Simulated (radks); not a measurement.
Neutral potassium inside a hard spherical wall (all orbitals vanish at R), configuration held at [Ar] 4s1 and not refilled when levels cross. Calculated with a radial shooting solver on a logarithmic mesh with Libxc functionals: scalar-relativistic Kohn-Sham, PBEsol, spin-polarised, spherical densities, finite nucleus; open shells are filled with parallel spins first; Fermi nuclear charge, rms radius 3.4349 fm. Eigenvalues in eV for spin up, with the zero of energy where the potential of the charges vanishes at infinity; a dash marks a level that is unbound or too diffuse for the functional's potential to be trusted. A positive occupied level is held by the wall or, in an anion where self-interaction has pushed it up, behind a barrier. The pressure on the wall is -dE/dV.

R (bohr)  E (hartree)  kinetic (hartree)    e(2p)    e(3s)    e(3p)   e(4s)  e(4p, empty)  e(5s, empty)  pressure (GPa)
free       -601.29018            604.801  -279.80  -35.189  -18.734  -2.543        -0.947             -               0
20         -601.29018            604.801  -279.80  -35.189  -18.733  -2.543        -0.945         0.058        < 0.0001
15         -601.29009            604.802  -279.79  -35.175  -18.720  -2.534        -0.904         0.579        0.000746
12         -601.28923            604.809  -279.71  -35.093  -18.639  -2.477        -0.743         1.670          0.0118
10         -601.28590            604.828  -279.50  -34.892  -18.442  -2.306        -0.375         3.431          0.0743
8          -601.27165            604.889  -278.98  -34.396  -17.959  -1.723         0.680         7.486           0.494
7          -601.25158            604.960  -278.52  -33.958  -17.537  -1.001         1.861        11.521            1.37
3          -599.53178            610.780  -263.41  -23.313   -6.543  38.982        49.537        133.62             673
2.5        -597.38439            617.726  -250.00  -14.118    3.653  75.232        87.595        219.26            2530
2          -591.32539            635.278  -222.81    8.044   28.001  157.52        169.92        396.16           11800
